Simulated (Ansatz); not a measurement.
`CC1=[N+](C)[Al-]([CH3])([Cl])[N]1C` and `CC1=[N+](C)[B-](C)(Cl)N1C` differ in one atom or group.

Ansatz, PBE0-D4/def2-TZVP geometries, multiplicity 1. 

```json
{"property": "size of the dipole moment (ωB97M-V/def2-TZVPP) / D", "`CC1=[N+](C)[Al-]([CH3])([Cl])[N]1C`": "5.63"}
{"property": "LUMO energy (ωB97M-V/def2-TZVPP) / eV", "`CC1=[N+](C)[Al-]([CH3])([Cl])[N]1C`": "1.71"}
{"property": "HOMO–LUMO gap (PBE0/def2-TZVPP) / eV", "`CC1=[N+](C)[Al-]([CH3])([Cl])[N]1C`": "6.31"}
{"property": "LUMO energy (B3LYP/def2-TZVPP) / eV", "`CC1=[N+](C)[Al-]([CH3])([Cl])[N]1C`": "-0.44"}
{"property": "LUMO energy (PBE0/def2-TZVPP) / eV", "`CC1=[N+](C)[Al-]([CH3])([Cl])[N]1C`": "-0.20"}
{"property": "HOMO–LUMO gap (PBE/def2-TZVPP) / eV", "`CC1=[N+](C)[Al-]([CH3])([Cl])[N]1C`": "4.15"}
```

Give the same properties after the change, and the shifts. (Estimate.)

Computed: 
```
                                          property  `CC1=[N+](C)[B-](C)(Cl)N1C`  shift
size of the dipole moment (ωB97M-V/def2-TZVPP) / D                         5.59  -0.04
             LUMO energy (ωB97M-V/def2-TZVPP) / eV                         1.91   0.20
              HOMO–LUMO gap (PBE0/def2-TZVPP) / eV                         6.42   0.11
               LUMO energy (B3LYP/def2-TZVPP) / eV                        -0.36   0.08
                LUMO energy (PBE0/def2-TZVPP) / eV                        -0.11   0.09
               HOMO–LUMO gap (PBE/def2-TZVPP) / eV                         4.25   0.10
```

Dipoles are sizes alone; their direction can turn.

Positive LUMOs are unbound, so they and the gaps depend on the basis.

B3LYP here is the variant with VWN-RPA as its local correlation; programs differ in this.
